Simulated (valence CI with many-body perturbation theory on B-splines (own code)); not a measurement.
**Level structure of Tm55+**

Method: valence CI with perturbative core correlation (CI+MBPT): four valence electrons over a frozen Dirac-Fock core [Ne], a basis of 11 s, 11 p, 10 d, 8 f, 5 g, 2 h functions for each j, with the one-electron correlation potential Σ1, the two-electron term Σ2, the three-electron term Σ3, Breit, model QED; selected CI, second order for the rest, scaled by the run's own slope (own B-spline code, finite nucleus).

The last digits are not significant, and no measured levels were compared; by estimate large intervals hold to a few tenths of a per cent, small ones and those within an open d or f shell to about a per cent. Among the levels kept, up to 570 cm⁻¹ of a level comes from second order outside the variational space, and about a tenth of that is noise between levels of different J, which matters for small intervals.

Levels 91 to 135 of 166, with energies above the lowest level, (3s^2 3p1/2^2) J=0. "Leading %" is the weight of the configuration and term that name the level; weights of strongly mixed levels are sums over their largest components and can fall short. In the jj column 3d3/2^4 stands for four electrons in 3d with j = 3/2. Lifetimes count E1, E2, E3, M1 and M2 decay at the calculated energies, and are blank where another channel may lead or the interval is too uncertain; long ones can be off by a factor of two.

| No. | Configuration | Term | J | E (eV) | Leading % | g | Lifetime | Leading jj |
| --- | --- | --- | --- | --- | --- | --- | --- | --- |
| 91 | 3s 3p 3d2 | 5D° | 2 | 1117.7 | 29 | 1.277 | 1.62 ps | 3s 3p1/2 3d3/2 3d5/2 (83 %) |
| 92 | 3s 3p2 3d | 5P | 1 | 1118.4 | 33 | 1.693 | 518 fs | 3s 3p3/2^2 3d3/2 (94 %) |
| 93 | 3s 3p2 3d | 5P | 2 | 1118.4 | 19 | 1.340 | 486 fs | 3s 3p3/2^2 3d3/2 (79 %) |
| 94 | 3s 3p2 3d | 3F | 3 | 1118.6 | 25 | 1.302 | 666 fs | 3s 3p3/2^2 3d3/2 (90 %) |
| 95 | 3s 3p 3d2 | 5P° | 1 | 1126.1 | 18 | 1.400 | 1.45 ps | 3p1/2^2 3p3/2 3d5/2 (57 %) |
| 96 | 3s 3p2 3d | 3F | 4 | 1127.2 | 46 | 1.216 | 649 fs | 3s 3p3/2^2 3d3/2 (92 %) |
| 97 | 3s 3p 3d2 | 3G° | 3 | 1133.9 | 44 | 0.995 | 2.41 ps | 3s 3p1/2 3d3/2 3d5/2 (93 %) |
| 98 | 3s 3p 3d2 | 3G° | 5 | 1134.2 | 36 | 1.141 | 4.33 ps | 3s 3p1/2 3d3/2 3d5/2 (95 %) |
| 99 | 3s 3p 3d2 | 3H° | 4 | 1136.7 | 48 | 0.941 | 2.87 ps | 3s 3p1/2 3d3/2 3d5/2 (95 %) |
| 100 | 3s 3p 3d2 | 3F° | 2 | 1139.7 | 23 | 1.007 | 2.32 ps | 3s 3p1/2 3d3/2 3d5/2 (89 %) |
| 101 | 3s 3p 3d2 | 3D° | 1 | 1146.2 | 52 | 0.941 | 1.59 ps | 3s 3p1/2 3d3/2 3d5/2 (83 %) |
| 102 | 3s 3p2 3d | 3D | 1 | 1148.1 | 52 | 0.790 | 395 fs | 3s 3p3/2^2 3d3/2 (91 %) |
| 103 | 3s 3p 3d2 | 3P° | 0 | 1148.6 | 44 |  | 1.79 ps | 3s 3p1/2 3d3/2 3d5/2 (86 %) |
| 104 | 3s 3p 3d2 | 5D° | 3 | 1150.7 | 30 | 1.303 | 549 fs | 3s 3p1/2 3d3/2 3d5/2 (89 %) |
| 105 | 3s 3p2 3d | 3P | 0 | 1154.3 | 85 |  | 350 fs | 3s 3p3/2^2 3d3/2 (73 %) |
| 106 | 3s 3p 3d2 | 5D° | 2 | 1155.8 | 24 | 1.387 | 549 fs | 3s 3p1/2 3d3/2 3d5/2 (95 %) |
| 107 | 3s 3p2 3d | 5F | 5 | 1155.9 | 57 | 1.304 | 3.21 ps | 3s 3p3/2^2 3d5/2 (99 %) |
| 108 | 3s 3p 3d2 | 3F° | 4 | 1155.9 | 36 | 1.275 | 614 fs | 3s 3p1/2 3d3/2 3d5/2 (82 %) |
| 109 | 3s 3p2 3d | 3D | 2 | 1159.7 | 50 | 1.145 | 413 fs | 3s 3p3/2^2 3d3/2 (90 %) |
| 110 | 3s 3p2 3d | 3F | 3 | 1161.5 | 36 | 1.005 | 320 fs | 3s 3p3/2^2 3d3/2 (92 %) |
| 111 | 3s 3p2 3d | 3F | 4 | 1161.6 | 54 | 1.289 | 1.66 ps | 3s 3p3/2^2 3d5/2 (93 %) |
| 112 | 3s 3p 3d2 | 3F° | 2 | 1166.2 | 25 | 1.157 | 449 fs | 3s 3p1/2 3d3/2 3d5/2 (85 %) |
| 113 | 3s 3p2 3d | 3D | 1 | 1166.8 | 59 | 0.901 | 299 fs | 3s 3p3/2^2 3d3/2 (90 %) |
| 114 | 3s 3p 3d2 | 3G° | 3 | 1168.0 | 36 | 0.975 | 629 fs | 3s 3p1/2 3d3/2 3d5/2 (93 %) |
| 115 | 3s 3p2 3d | 3F | 2 | 1171.3 | 28 | 1.039 | 239 fs | 3s 3p3/2^2 3d3/2 (84 %) |
| 116 | 3s 3p 3d2 | 3D° | 1 | 1173.5 | 34 | 1.034 | 437 fs | 3s 3p1/2 3d3/2 3d5/2 (82 %) |
| 117 | 3s 3p2 3d | 3P | 0 | 1185.4 | 53 |  | 734 fs | 3s 3p3/2^2 3d5/2 (67 %) |
| 118 | 3s 3p 3d2 | 3F° | 4 | 1185.9 | 33 | 1.234 | 1.79 ps | 3s 3p1/2 3d5/2^2 (88 %) |
| 119 | 3s 3p2 3d | 3P | 1 | 1187.6 | 38 | 1.451 | 745 fs | 3s 3p3/2^2 3d5/2 (91 %) |
| 120 | 3s 3p2 3d | 3D | 3 | 1187.8 | 46 | 1.210 | 1.08 ps | 3s 3p3/2^2 3d5/2 (92 %) |
| 121 | 3s 3p 3d2 | 3D° | 2 | 1196.2 | 24 | 1.318 | 2.00 ps | 3s 3p1/2 3d5/2^2 (96 %) |
| 122 | 3s 3p 3d2 | 3G° | 5 | 1197.2 | 29 | 1.192 | 3.14 ps | 3s 3p1/2 3d5/2^2 (93 %) |
| 123 | 3s 3p2 3d | 3D | 3 | 1203.2 | 77 | 1.294 | 619 fs | 3s 3p3/2^2 3d5/2 (97 %) |
| 124 | 3s 3p2 3d | 3F | 4 | 1205.5 | 63 | 1.174 | 456 fs | 3s 3p3/2^2 3d5/2 (97 %) |
| 125 | 3s 3p2 3d | 1D | 2 | 1208.2 | 32 | 1.227 | 868 fs | 3s 3p3/2^2 3d5/2 (88 %) |
| 126 | 3s 3p 3d2 | 3F° | 3 | 1208.9 | 27 | 1.215 | 2.26 ps | 3s 3p1/2 3d5/2^2 (96 %) |
| 127 | 3s 3p 3d2 | 3G° | 4 | 1211.1 | 29 | 1.071 | 2.26 ps | 3s 3p1/2 3d5/2^2 (92 %) |
| 128 | 3s 3p 3d2 | 3D° | 3 | 1215.1 | 32 | 1.155 | 1.42 ps | 3s 3p1/2 3d5/2^2 (84 %) |
| 129 | 3s 3p2 3d | 1D | 2 | 1217.0 | 44 | 1.109 | 706 fs | 3s 3p3/2^2 3d5/2 (95 %) |
| 130 | 3s 3p2 3d | 3D | 3 | 1217.6 | 49 | 1.238 | 487 fs | 3s 3p3/2^2 3d5/2 (94 %) |
| 131 | 3s 3p 3d2 | 3D° | 2 | 1218.2 | 28 | 1.097 | 1.58 ps | 3s 3p1/2 3d5/2^2 (88 %) |
| 132 | 3s 3p 3d2 | 3P° | 1 | 1221.2 | 33 | 1.267 | 1.35 ps | 3s 3p1/2 3d5/2^2 (88 %) |
| 133 | 3s 3p 3d2 | 3P° | 0 | 1222.5 | 76 |  | 1.87 ps | 3s 3p1/2 3d5/2^2 (94 %) |
| 134 | 3s 3p2 3d | 3P | 1 | 1229.5 | 37 | 1.097 | 406 fs | 3s 3p3/2^2 3d5/2 (93 %) |
| 135 | 3p2 3d2 | 3F | 2 | 1229.7 | 39 | 0.738 | 5.89 ps | 3p1/2^2 3d3/2^2 (98 %) |
